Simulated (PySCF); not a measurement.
(3Z)-4-fluoropenta-1,3-diene (C₅H₇F), SMILES C=C/C=C(/C)F.

Coordinates come from a PBE-D3(BJ)/def2-SVP optimisation. One conformer was computed; it need not be the lowest.

Calculation: PySCF with PBE-D3(BJ)/def2-SVP.

Frequencies are harmonic and unscaled.

| mode | ν (cm⁻¹) | IR (km/mol) | moving atoms (share of kinetic energy) |
|---|---|---|---|
| 1 | 136 | 0.7 | C 63 %, H 35 % |
| 2 | 173 | 2.7 | C 51 %, F 27 %, H 22 % |
| 3 | 186 | 1.5 | H 71 %, C 20 %, F 9 % |
| 4 | 218 | 0.9 | H 68 %, C 32 % |
| 5 | 359 | 0.5 | C 46 %, F 32 %, H 22 % |
| 6 | 409 | 0.9 | C 51 %, H 35 %, F 15 % |
| 7 | 505 | 0.4 | C 63 %, H 31 % |
| 8 | 568 | 1.6 | C 71 %, H 17 %, F 12 % |
| 9 | 674 | 6.8 | H 66 %, C 33 % |
| 10 | 841 | 0.0 | H 74 %, C 26 % |
| 11 | 862 | 27.5 | C 42 %, H 30 %, F 28 % |
| 12 | 874 | 39.6 | H 67 %, C 33 % |
| 13 | 933 | 12.0 | H 57 %, C 30 %, F 13 % |
| 14 | 991 | 20.9 | H 66 %, C 33 % |
| 15 | 1001 | 6.9 | H 85 %, C 15 % |
| 16 | 1010 | 13.6 | H 67 %, C 33 % |
| 17 | 1148 | 17.4 | C 63 %, H 33 % |
| 18 | 1189 | 10.6 | H 59 %, C 41 % |
| 19 | 1251 | 17.0 | H 71 %, C 28 % |
| 20 | 1296 | 38.9 | H 54 %, C 41 % |
| 21 | 1353 | 41.6 | H 58 %, C 41 % |
| 22 | 1383 | 19.8 | H 83 %, C 17 % |
| 23 | 1386 | 8.6 | H 97 % |
| 24 | 1409 | 0.4 | H 86 %, C 13 % |
| 25 | 1633 | 0.5 | C 88 %, H 12 % |
| 26 | 1699 | 113.5 | C 94 % |
| 27 | 2965 | 21.7 | H 97 % |
| 28 | 3034 | 6.0 | H 91 %, C 9 % |
| 29 | 3073 | 4.9 | H 95 % |
| 30 | 3098 | 2.9 | H 91 %, C 9 % |
| 31 | 3098 | 3.1 | H 91 %, C 9 % |
| 32 | 3116 | 9.0 | H 92 %, C 8 % |
| 33 | 3177 | 8.1 | H 89 %, C 11 % |
